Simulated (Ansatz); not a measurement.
C2H7BFN can be A, `BN(C)CF`, or B, `CBNCF`.

Isolated molecules relaxed with PBE0-D4/def2-TZVP in Ansatz; ΔE leaves out vibrations. CCSD(T)/CBS adds triple-zeta CCSD(T) − MP2 to the extrapolated MP2 energy (def2 sets, frozen cores). Functionals use def2-TZVPP. B3LYP here is the variant with VWN-RPA as its local correlation; programs differ in this. Each species was taken in one conformer, which may not be the lowest.

Task: Which isomer does CCSD(T)/CBS put lower? Give the gap. (Estimate.)

Result: The calculation gave: B, by 16.5 kcal/mol.

Task: Give E(B) − E(A) in kcal/mol with B2PLYP, MP2/def2-TZVPP, B3LYP, CCSD/def2-TZVPP, PBE0-D4, PBE-D4, ωB97M-V. (Estimate.)

Result: Computed: B2PLYP -16.9, MP2/def2-TZVPP -16.4, B3LYP -17.5, CCSD/def2-TZVPP -16.3, PBE0-D4 -17.5, PBE-D4 -17.2, ωB97M-V -17.1. None reverses the order clearly.

Largest T1 diagnostic: 0.012.

The D4 term adds +0.8 kcal/mol with B3LYP and +0.4 kcal/mol with PBE0; it sums over pairs of atoms, weighted by their polarisabilities, and B3LYP, whose exchange is more repulsive, gets the larger term.
